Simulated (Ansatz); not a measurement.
A structure relaxed at r2SCAN/def2-SVPD in Ansatz, charge -1, doublet:

```tsv
atom	x (Å)	y (Å)	z (Å)
Be1	-0.832	-0.059	2.281
Be2	-1.166	0.416	0.169
Be3	0.741	0.066	-1.933
Be4	0.941	-1.417	-0.379
Be5	1.674	0.484	0.000
Be6	-1.156	0.768	-1.994
Be7	-0.977	-1.193	-1.168
Be8	0.996	-0.686	1.682
Be9	-0.753	-1.622	0.904
Be10	0.221	1.812	-0.827
Be11	0.311	1.431	1.265
```

**Question.** Give its formula.

**Answer.** Be11⁻.

**Question.** Summarise the bond lengths by kind (pairs closer than 1.2 times the sum of covalent radii, bridged metal pairs left out).

**Answer.** 27 × Be–Be 2.02 to 2.26 Å.

The relaxation made no stability test and no search for a lower SCF solution. The structure comes from a short search, and lower isomers may exist.
